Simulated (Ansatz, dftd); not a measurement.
Species: SiH$_{2}$F, charge 0, doublet. SiH2F (SMILES F[SiH2], doublet).
B3LYP-D3(BJ)/def2-TZVP minimum from Ansatz (a program for electronic structure):
```
Si
F 1 1.6108
H 1 1.4871 2 107.72
H 1 1.4871 3 111.30 2 -117.87
```
Charge 0, spin multiplicity 2.

Wanted: atomisation energy (electronic, to ground-state atoms), in kcal/mol. Open shells are spin-unrestricted; no spin-orbit coupling. Cores are frozen in correlated methods. Rows without X2C or -DK are non-relativistic. CBS(X,Y): correlation extrapolated as X^-3, Hartree-Fock from the larger set (Q,5: extrapolated as (X+1)exp(-9√X)). A bracket is a step between two methods taken in the basis named. Functionals run without relativity, which enters their misses. Double hybrids freeze cores in their MP2 part. '+ core + X2C': CCSD(T) terms for core correlation (cc-pwCVTZ, 1s frozen past Ne) and scalar relativity (cc-pVTZ-DK). Where a partner has so few electrons that a lower coupled-cluster level is exact, that level stands in.

```csv
level,program,atomisation energy (kcal/mol),difference against the last row
HF/cc-pV(T+d)Z,Ansatz,215.0,-67.5
PBE-D3(BJ)/def2-TZVPD,Ansatz + dftd3,281.8,-0.7
PBE0-D4/def2-TZVPD,Ansatz + dftd4,277.2,-5.3
PBE0/def2-TZVPD,Ansatz,276.4,-6.1
wB97M-V/def2-TZVPD,Ansatz,280.8,-1.7
B2PLYP-D3(BJ)/def2-TZVPD,Ansatz + dftd3,279.9,-2.6
B2PLYP/def2-TZVPD,Ansatz,279.1,-3.4
CCSDT(Q)/cc-pV(D+d)Z,Ansatz,252.8,-29.7
"CCSD(T)/CBS(cc-pV(Q+d)Z,cc-pV(5+d)Z) + [CCSDT(Q) - CCSD(T)]/cc-pV(D+d)Z + core + X2C",Ansatz,282.9,0.4
"CCSD(T)/CBS(cc-pV(Q+d)Z,cc-pV(5+d)Z) + [CCSDT(Q) - CCSD(T)]/cc-pV(T+d)Z + [CCSDTQ - CCSDT(Q)]/cc-pV(D+d)Z + core + X2C",Ansatz,282.5,0.0
```
